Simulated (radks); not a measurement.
Results of a calculation; reference values are marked as such.
Ionisation of neutral titanium, [Ar] 3d2 4s2, to [Ar] 3d2 4s1 as the strength of local exchange is varied. Level of theory: non-relativistic Kohn-Sham, Slater X-alpha exchange (alpha = 2/3 is LDA exchange), no correlation, spin-polarised, spherical densities, point nucleus; open shells are filled with parallel spins first (a radial shooting solver on a logarithmic mesh with Libxc functionals).

| alpha | E(Ti) (hartree) | exchange (hartree) | IE (eV) | -e of the level emptied (eV) | <r> of it (bohr) |
|---|---|---|---|---|---|
| 0.605 | -842.01911 | -34.38448 | 5.334 | 3.013 (4s) | 3.823 |
| 0.638 | -843.89658 | -36.33547 | 5.460 | 3.151 (4s) | 3.793 |
| 0.667 | -845.54970 | -38.05626 | 5.573 | 3.275 (4s) | 3.766 |
| 0.672 | -845.83502 | -38.35354 | 5.593 | 3.297 (4s) | 3.762 |
| 0.708 | -847.89199 | -40.49910 | 5.738 | 3.457 (4s) | 3.729 |
| 0.747 | -850.12558 | -42.83361 | 5.899 | 3.634 (4s) | 3.693 |
| 0.956 | -862.18708 | -55.52330 | 6.824 | 4.669 (4s) | 3.506 |
| 1.042 | -867.19482 | -60.83202 | 7.233 | 5.133 (4s) | 3.432 |

NIST Atomic Spectra Database: 6.828 eV (measured). The Delta-SCF value meets it near alpha = 0.96. Open shells are spherical and high-spin; term and fine-structure splittings are not resolved.
